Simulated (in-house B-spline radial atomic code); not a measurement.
RPA and G0W0 for He II (He+), 1s1, highest spin, as one setting changes: the radius of a hard wall (bohr). Start: Hartree-Fock. A dash marks a level of low quasi-particle weight. Computed with an all-electron radial atomic-structure program (B-spline basis): all electrons, non-relativistic, point nucleus, each spin shell either full or empty, empty states to l = 9 with an (l + 1/2)⁻⁴ tail; G0W0 by contour deformation at full frequency.

With one electron the exact correlation energy is zero, so what RPA and GW give is self-correlation.

```tsv
radius of a hard wall (bohr)	mean-field level (eV)	G0W0 level (eV)	RPA correlation (Eh)
2	-52.60	1s up -52.89	-0.018278
2.5	?	?	?
3	-54.34	1s up -54.38	-0.018046
3.5	-54.41	1s up -54.40	-0.018039
4	-54.42	1s up -54.40	-0.018038
5	-54.42	1s up -54.39	-0.018037
6	-54.42	1s up -54.39	-0.018036
8	?	?	?
12	-54.42	1s up -54.39	-0.018035
```

**Question.** What belongs in the row for 2.5?

**Answer.** mean-field level (eV): -54.03; G0W0 level (eV): 1s up -54.16; RPA correlation (Eh): -0.018085.

**Question.** What belongs in the row for 8?

**Answer.** mean-field level (eV): -54.42; G0W0 level (eV): 1s up -54.39; RPA correlation (Eh): -0.018036.
